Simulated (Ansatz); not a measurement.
Program: Ansatz. Geometries: PBE0-D4/def2-TZVP. ΔE: electronic, gas phase. CBS: MP2 limit from def2 TZ/QZ plus the TZ coupled-cluster correction, frozen cores. Functionals use def2-TZVPP. B3LYP here is the variant with VWN-RPA as its local correlation; programs differ in this. def2 core potentials past Kr. For Sn outer-core shells are correlated without core-valence functions, which leaves a few kJ/mol of doubt a bond. Each species was taken in one conformer, which may not be the lowest.

Reaction (redistribution): `[OH][SnH2][SiH2]Cl` + `BN[SiH3]` → `B[SiH2]Cl` + `[OH][SnH2][NH][SiH3]`

```
             level  ΔE (kJ/mol)  difference from CCSD(T)/CBS
         r2SCAN-D4        168.5                          9.6
           PBE0-D4        171.3                         12.4
          B3LYP-D4        170.0                         11.1
            B2PLYP        166.2                          7.3
               PBE        175.1                         16.2
              PBE0        171.9                         13.0
             B3LYP        171.2                         12.3
     HF/def2-TZVPP        152.9                         -6.0
    MP2/def2-TZVPP        161.4                          2.5
SCS-MP2/def2-TZVPP        156.9                         -2.0
CCSD(T)/def2-TZVPP        158.3                         -0.6
     HF/def2-QZVPP        151.9                         -7.0
    MP2/def2-QZVPP        161.4                          2.5
      HF/CBS(def2)        151.8                         -7.1
     MP2/CBS(def2)        162.0                          3.1
    CCSD/CBS(def2)        157.7                         -1.2
       CCSD(T)/CBS        158.9                            0
```

Largest T1 diagnostic among the species: 0.013.

In def2-TZVPP, CCSD(T) changes the Hartree–Fock value by +5.4 kJ/mol (the triples alone add +1.3 kJ/mol) and MP2 by +8.5 kJ/mol. From PBE to PBE0 (25 % exact exchange), in def2-TZVPP and without D4, ΔE moves by −3.2 kJ/mol.
